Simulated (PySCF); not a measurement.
C₂H₆GeN₂, SMILES [NH2][Ge@@H]1[CH2]N=[CH]1.

Coordinates come from a PBE0-D3(BJ)/def2-SVP optimisation. The structure was generated by enumeration; whether it is a known compound was not checked. One conformer was computed; it need not be the lowest.

Calculation: PySCF 2.14.0 with TDA-PBE/def2-SVPD.

Vertical excitations. Gas-phase values at a fixed geometry.

### Question
Estimate the UV-visible absorptions. (The exact figures need the calculation; the answer reports its results.)

### Answer

```tsv
state	energy (eV)	λ (nm)	f	main pairs
S1	3.99	311	0.002	HOMO→LUMO 89 %
S2	4.33	287	0.002	HOMO−1→LUMO 89 %
S3	5.25	236	0.010	HOMO→LUMO+1 97 %
S4	5.45	227	0.002	HOMO→LUMO+2 99 %
S5	5.71	217	0.003	HOMO−2→LUMO 82 %
S6	5.83	213	0.024	HOMO−1→LUMO+1 71 %, HOMO→LUMO+3 12 %
S7	5.93	209	0.031	HOMO→LUMO+3 65 %, HOMO→LUMO+4 13 %, HOMO−1→LUMO+2 13 %
S8	6.10	203	0.009	HOMO→LUMO+4 70 %, HOMO−1→LUMO+2 21 %
S9	6.43	193	0.011	HOMO−1→LUMO+3 85 %
S10	6.45	192	0.079	HOMO−1→LUMO+2 48 %, HOMO−3→LUMO 9 %, HOMO−1→LUMO+1 8 %, HOMO→LUMO+3 8 %
T1	3.26	380	0	HOMO→LUMO 98 %
T2	4.05	306	0	HOMO−1→LUMO 97 %
T3	4.72	263	0	HOMO−3→LUMO 89 %
T4	5.06	245	0	HOMO→LUMO+1 96 %
```
Triplets are in the Tamm–Dancoff approximation.
